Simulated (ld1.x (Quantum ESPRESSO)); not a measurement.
# Scattering properties, TM semilocal potential for iodine (I)

iodine (I), norm-conserving Troullier–Martins (semilocal form), made with ld1.x (Quantum ESPRESSO) 7.5 (PW91, scalar-relativistic). Core [Kr], reference 4d10 5s2 5p4 (charge +1). Waves: 5s (bound): rc 1.25 bohr; 4d (bound): rc 1.25 bohr; 5p (bound): rc 1.85 bohr. Local part: the p channel. Core correction: a·sin(br)/r model core inside 0.58 bohr.

The phase is arctan(r·u′/u) with u = r·R(r), unwrapped; energies in Ry, scanned from -6 to 5 Ry. A pole is an energy at which the radial function vanishes at the test radius. The pseudo phase is shifted by a multiple of π to meet the all-electron one at the reference energy, and phase errors are pseudo minus all-electron; the curves can meet again beyond the range given. Levels narrower than the energy grid can be missing from the lists of poles.

```tsv
channel	radius (bohr)	reference energy (Ry)	poles, all-electron	poles, pseudo	unbroken range about the reference energy with phases within 0.05 rad	phase error 1 Ry above the reference energy (rad)
s	2.01	-1.94	1.17	-0.48, 2.43	below -0.9	-0.046
p	2.01	-1.13	3.12	2.68	below 4.1	-0.008
d	2.01	-4.40	-4.23	-4.23	the whole range	+0.000
```

Phases in the s channel:

```tsv
E (Ry)	all-electron	pseudo
-6.00	1.276	1.270
-5.74	1.262	1.255
-5.48	1.246	1.238
-5.22	1.226	1.218
-4.96	1.204	1.194
-4.70	1.177	1.166
-4.44	1.144	1.131
-4.18	1.103	1.089
-3.92	1.050	1.034
-3.66	0.981	0.963
-3.40	0.886	0.865
-3.14	0.751	0.727
-2.88	0.551	0.525
-2.62	0.258	0.236
-2.36	-0.125	-0.137
-2.10	-0.512	-0.514
-1.84	-0.814	-0.815
-1.58	-1.021	-1.027
-1.32	-1.161	-1.179
-1.06	-1.260	-1.294
-0.80	-1.332	-1.397
-0.54	-1.387	-1.526
-0.28	-1.430	-2.008
-0.02	-1.465	-4.235
0.24	-1.494	-4.462
0.50	-1.520	-4.538
0.76	-1.541	-4.582
1.02	-1.561	-4.614
1.28	-1.578	-4.639
1.54	-1.594	-4.660
1.80	-1.609	-4.677
2.06	-1.624	-4.693
2.32	-1.637	-4.707
2.58	-1.651	-4.720
2.84	-1.664	-4.731
3.10	-1.677	-4.742
3.36	-1.691	-4.753
3.62	-1.705	-4.763
3.88	-1.719	-4.772
4.14	-1.735	-4.782
4.40	-1.751	-4.791
4.66	-1.769	-4.801
4.92	-1.789	-4.810
```
